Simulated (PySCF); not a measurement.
PySCF input for AlGeH5O3, SMILES [OH][Al]([OH])[O][GeH3], PBE0/pcSseg-1. Geometry optimised at ωB97X-D3(BJ)/def2-SVP. The structure was generated by enumeration; whether it is a known compound was not checked. One conformer was computed; it need not be the lowest.

```python
import numpy as np
from pyscf import gto, scf, dft
from pyscf.prop.nmr import rks as nmr

mol = gto.M(
    atom='''
    Ge    1.72119338   -0.10104351    0.26266420
    O     0.01358234   -0.50837206    0.13598083
    Al   -1.53634286    0.07297095   -0.23025906
    O    -1.83460888    1.67057147   -0.71496700
    O    -2.88783177   -0.94517801   -0.12326928
    H     1.90970654    1.38468061   -0.10962723
    H     2.17309750   -0.34199109    1.71127447
    H     2.50799245   -0.99168714   -0.71117103
    H    -1.18263593    2.36397409   -0.82248917
    H    -2.84302500   -1.86637779    0.13816993
    ''',
    basis='pcSseg-1',
    charge=0,
    spin=0,
    max_memory=1600,
    verbose=3,
)
mf = dft.RKS(mol, xc='pbe0')
mf.grids.level = 3
mf.conv_tol = 1e-10
mf.max_cycle = 100
mf.kernel()
n = nmr.NMR(mf)
n.verbose = 2
n.max_cycle_cphf = 60
sigma = n.kernel()
print('atom   isotropic/ppm   span/ppm')
for i, s in enumerate(sigma):
    w = np.linalg.eigvalsh((s + s.T) / 2)
    print(f'{mol.atom_symbol(i):2s}{i + 1:3d} {w.mean():14.3f} {w[2] - w[0]:11.3f}')
```

Log of the run:

```
converged SCF energy = -2547.42163759565
atom   isotropic/ppm   span/ppm
Ge  1       1415.184     366.037
O   2        336.781      99.161
Al  3        476.024     119.988
O   4        334.108      38.250
O   5        333.766      50.917
H   6         26.141      16.516
H   7         26.171      17.111
H   8         26.173      17.111
H   9         30.230      22.173
H  10         30.171      22.656
```

Self-consistency was reached.
